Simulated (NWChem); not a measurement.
# TiN3H5; SMILES [NH]=[Ti]([NH2])[NH2]

```xyz
9

Ti    -0.0371     0.0779     0.0000
N     -1.6941    -0.0504     0.0000
H     -2.7058    -0.1609     0.0000
N      0.7947    -0.0510     1.7111
H      0.3266    -0.1686     2.6060
H      1.8001    -0.0744     1.8783
N      0.7947    -0.0510    -1.7111
H      1.8001    -0.0744    -1.8783
H      0.3266    -0.1686    -2.6060
```
Atoms are numbered in this order, from 1.

Program: NWChem. Geometry: optimised at PBE0/def2-SVP. Not confirmed as a minimum by frequencies.

Question: What does the run give for PBE0/3-21G? Quantities: highest occupied level (eV); orbital gap (eV); dipole (D).

Answer: The highest occupied level (eV) is -6.16, the orbital gap (eV) is 5.09 and the dipole (D) is 1.86.
